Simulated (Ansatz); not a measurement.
Reactions of `C=C[SiH2][SiH2]C`.

Calculated with Ansatz (gas phase, PBE0-D4/def2-TZVP geometries, no zero-point term in ΔE). CCSD(T)/CBS is the MP2 limit (def2-TZVPP, def2-QZVPP) plus CCSD(T) − MP2 in def2-TZVPP, frozen cores. This one scheme is used for every species. For Ge, Ti outer-core shells are correlated without core-valence functions, which leaves a few kJ/mol of doubt a bond. Scalar relativity is left out up to krypton. One conformer a species, not always the lowest.

**Question.** Order these by ΔE at CCSD(T)/CBS, lowest first. (Best estimate.)
A. `C=C[SiH2][SiH2]C` + HCl → `C=C[SiH2][SiH2]Cl` + CH₄
B. `C=C[SiH2][SiH2]C` → `C=C(C)[SiH2][SiH3]`
C. `C=C[SiH2][SiH2]C` + `[SH][Ti]([Cl])([Cl])[Cl]` → `C[SiH2][S][Ti]([Cl])([Cl])[Cl]` + `C=C[SiH3]`
D. `C=C[SiH2][SiH2]C` + `[SH][Ge][Cl]` → `C[S][Ge][Cl]` + `C=C[SiH2][SiH3]`
E. `C=C[SiH2][SiH2]C` → `C[SiH2]/C=C/[SiH3]`
F. `C=C[SiH2][SiH2]C` + `BS` → `BS[SiH2][SiH2]C` + `C=C`

**Answer.** A (-102.1 kJ/mol), C (-87.3 kJ/mol), F (-55.1 kJ/mol), E (-2.4 kJ/mol), B (+28.4 kJ/mol), D (+45.3 kJ/mol).

Largest T1 diagnostic: 0.026, for `[SH][Ti]([Cl])([Cl])[Cl]`, so its coupled-cluster energy is less sure.
